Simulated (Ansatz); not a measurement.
Gas-phase reaction R1 + R2 → P1 + P2, each structure at its B3LYP-D3(BJ)/def2-SVP stationary point, reached from a drawn start (curvature not checked).
R1: AlH5O6Si (SMILES [OH][Al]([OH])[O][Si](O)(O)O), charge 0, multiplicity 1.
P1: H4O4Si (SMILES O[Si](O)(O)O), charge 0, multiplicity 1.
P2: AlH3O3 (SMILES [OH][Al]([OH])[OH]), charge 0, multiplicity 1.
R2: H2O (SMILES O), charge 0, multiplicity 1.

P less R. No zero-point or thermal terms. One arrangement of each flexible species, with no search for the lowest.

Correlated levels freeze the cores.

Programs: Ansatz (Gaussian basis) for Hartree–Fock, density functionals and correlated methods. No computed number here is a measurement.

Problem. One of these levels gives 5.04 kcal/mol for the reaction energy. Which?
A) HF/cc-pV(D+d)Z
B) SVWN5/def2-TZVPP
C) MP2/cc-pV(D+d)Z

Solution. B, SVWN5/def2-TZVPP. The others give 4.29 (HF/cc-pV(D+d)Z), 5.96 (MP2/cc-pV(D+d)Z)

Ansatz is a quantum-chemistry and plane-wave program.
